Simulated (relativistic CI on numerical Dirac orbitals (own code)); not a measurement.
## Mg²⁺: sensitivity of the levels to the model

Base calculation: Dirac-Coulomb-Breit CI, separate exchange-only KLI orbitals for each configuration, QED by a radiative potential, valence Slater integrals scaled by 0.85, P86 correlation energy added to each configuration.

CI space (outside the closed core 1s2): 2s²2p⁶, 2s²2p⁵3s, 2s²2p⁵3p, 2s²2p⁵3d, 2s²2p⁵4s, 2s²2p⁵4p, 2s²2p⁵4d, 2s²2p⁵4f, 2s²2p⁵5s, 2s²2p⁵5p, 2s²2p⁵5d, 2s²2p⁵5f, 2s²2p⁵5g, 2s²2p⁴3s², 2s²2p⁴3s3p, 2s2p⁶3s, 2s²2p⁴3p², 2s²2p⁴3s3d, 2s2p⁶3p. Levels of other configurations are missing.

Variants: (1) no correlation estimate; (2) valence Slater integrals scaled by 0.75; (3) configuration mixing switched off; (4) only the first 3 configurations. Shifts of the energy above 2s²2p⁶ ¹S0, in cm⁻¹, for the lowest level and the first level of each name with at least 55 % of one term (blank where a level changes its place among those of its configuration and J or its character, or is not in the variant):

| Level | Base | Δ(1) | Δ(2) | Δ(3) | Δ(4) | Measured |
| --- | --- | --- | --- | --- | --- | --- |
| 2s²2p⁶ ¹S0 | 0 | 0 | 0 | 0 | 0 | 0 |
| 2s²2p⁵3s ³P°2 | 422937 | -6874 | +115 | -8 | -7 | 425640 |
| 2s²2p⁵3s ³P°1 | 424131 | -6874 | +75 | 0 | +1 | 426868 |
| 2s²2p⁵3s ³P°0 | 425123 | -6874 | +115 | -1 | -1 | 427852 |
| 2s²2p⁵3s ¹P°1 | 428431 | -6875 | -419 | +71 | +72 | 431530 |
| 2s²2p⁵3p ³S1 | 465515 | -7151 | +926 | +866 | +867 | 467378 |
| 2s²2p⁵3p ³D3 | 471031 | -7144 | +141 | -298 | -297 | 474053 |
| 2s²2p⁵3p ³D2 | 471574 | -7144 | +94 | -270 | -270 | 474655 |
| 2s²2p⁵3p ³D1 | 472407 | -7144 | +84 | -284 | -284 | 475503 |
| 2s²2p⁵3p ¹P1 | 474772 | -7144 | -187 | -216 | -216 | 478374 |
| 2s²2p⁵3p ³P0 | 475494 | -7145 | -257 | -181 | -180 | 479265 |
| 2s²2p⁵3p ³P1 | 475736 | -7144 | -232 | -184 | -183 | 479456 |
| 2s²2p⁵3p ¹S0 | 494110 | -7224 | -3068 | +5846 | +5847 | 496012 |
| 2s²2p⁵3d ³P°0 | 526448 | -7400 | +183 | -173 |  | 530178 |
| 2s²2p⁵3d ³P°1 | 526687 | -7400 | +172 | -175 |  | 530421 |
| 2s²2p⁵3d ³P°2 | 527208 | -7400 | +146 | -189 |  | 530963 |
| 2s²2p⁵3d ³F°4 | 527812 | -7397 | +1 | -448 |  | 531563 |
| 2s²2p⁵3d ³F°3 | 528147 | -7397 | -30 | -443 |  | 531833 |
| 2s²2p⁵3d ³F°2 | 528911 | -7397 | -79 | -438 |  | 532726 |
| 2s²2p⁵3d ³D°1 | 530404 | -7400 | -276 | -301 |  | 534198 |
| 2s²2p⁵3d ³D°3 | 531005 | -7398 |  | -420 |  | 534924 |
| 2s²2p⁵3d ¹P°1 | 532614 | -7404 | -358 | +3 |  | 536152 |

Correlation outside the listed configurations is missing or only estimated: errors of thousands of cm⁻¹ between configurations and terms are usual at this charge. Rates and lifetimes follow the computed energies and can be off by large factors. The fine structure of a lone outer electron comes out too small, for d and f at times inverted, and misplaced configurations move strength between like terms. 22 of the 33 excited levels that our extract of the measured tables holds in this range could be paired (the sources list more); they are missed by 3296 cm⁻¹ on average and 3918 at most, and levels without a partner can miss by more.

Measured levels: NIST levels in Kelleher and Podobedova, J. Phys. Chem. Ref. Data 37, 267 (2008); Martin and Zalubas, J. Phys. Chem. Ref. Data 9, 1 (1980).

Ionisation energy from the two ground configurations alone: base 79.83 eV; no correlation estimate 78.51 eV. The NIST ASD value (measured) is 80.1436 eV.

LS names give the leading component of a level, which can be under half, so a name can repeat, a term be missing and a line seem to break the LS rules.
